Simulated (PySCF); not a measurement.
B(H)(F)(OEt) (C2H6BFO), SMILES B(F)OCC. Atoms are numbered in the order given.

```xyz
11

B     -1.0400     0.9618    -0.1475
H     -2.1642     1.3198    -0.3803
F     -0.0155     1.7626    -0.4574
O     -0.8253    -0.2323     0.4218
C      0.4820    -0.7345     0.7127
C      1.0280    -1.5377    -0.4552
H      1.1593     0.0981     0.9633
H      0.3771    -1.3691     1.6061
H      1.1750    -0.8957    -1.3378
H      1.9996    -1.9843    -0.1910
H      0.3349    -2.3489    -0.7262
```

The structure is a stationary point at B3LYP-D3(BJ)/def2-SVP. The structure was generated by enumeration, and PubChem lists no compound with its InChIKey, so it may never have been made. One conformer was computed; it need not be the lowest.

Two levels are set side by side: PBE/pcSseg-1 (PySCF) and HF/pcSseg-1 (PySCF). GIAO shifts against BF3 (¹¹B), CFCl3 (¹⁹F), H2O (¹⁷O), TMS (¹H), TMS (¹³C) at the same level; non-relativistic, no solvent, atoms listed together averaged. Differences are taken from unrounded values.

```
quantity               HF     PBE  PBE minus HF
------------------  -----  ------  ------------
δ(¹¹B) of B1 (ppm)   13.3    11.2          -2.0
δ(¹H) of H2 (ppm)    4.22    4.55          0.34
δ(¹⁹F) of F3 (ppm)  -67.3  -103.7         -36.4
δ(¹⁷O) of O4 (ppm)  116.3   179.4          63.2
δ(¹³C) of C5 (ppm)   57.6    65.8           8.2
δ(¹³C) of C6 (ppm)   21.8    22.4           0.5
```

Rough cost on one machine, each run with all the roots and properties that it gave: HF against PBE within a factor of 2.
